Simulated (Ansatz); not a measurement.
La₄⁺, relaxed as a doublet with UKS r2SCAN-D4/def2-SVP in Ansatz, starting from the GFN1-xTB geometry. Force threshold 0.02 eV/Å.

In the def2 sets La takes a core potential; there is no spin–orbit coupling. The charge 1 doublet is spin-contaminated (final ⟨S²⟩ up to 3.75, 0.75 for a pure state). The relaxation made no stability test and no search for a lower SCF solution. No other spin state of charge 1 was run. Another isomer (doublet) lies 0.03 eV lower at PBE0-D4/def2-TZVP; other spin states weren't run for this one.

Start:

Cartesian coordinates in Å:
```
La -0.465 -0.398 2.332
La -1.352 -1.465 -1.348
La -0.516 2.289 -0.562
La 2.334 -0.426 -0.422
```

```tsv
step	energy (eV)	largest force component (eV/Å)	SCF passes
1	-3429.2949	1.164	124
2	-3429.9760	0.617	97
3	-3430.0943	0.350	156
4	-3430.1434	0.028	80
5	-3430.1439	0.010	63
```

Force components are those of the run's own axes.

End:

```csv
atom,x (Å),y (Å),z (Å)
La1,-0.434,-0.361,2.108
La2,-1.165,-1.321,-1.198
La3,-0.454,2.075,-0.503
La4,2.053,-0.393,-0.408
```

By distances, no bond broke or formed. The bond that changes most is La2–La4, from 3.94 to 3.44 Å (atoms count from 1).

No frequencies were taken in this run, so the end may be a saddle point.

Run time 2.5 min (4 threads of Arm Neoverse V2 on a shared host), peak host memory 0.62 GiB.
